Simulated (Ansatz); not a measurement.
Problem. Name a neutral molecule of C, F, Ge, O and H with HOMO–LUMO gap (ωB97M-V/def2-TZVPP) between 12.45 and 12.75 eV and size of the dipole moment (PBE/def2-TZVPP) between 2.15 and 2.45 D (Ansatz, PBE0-D4/def2-TZVP geometry).

Solution. `O[C](F)(F)[GeH3]` (12.66 eV, 2.40 D). Other molecules can fit too; these were computed, each in one conformer that needn't be the lowest.
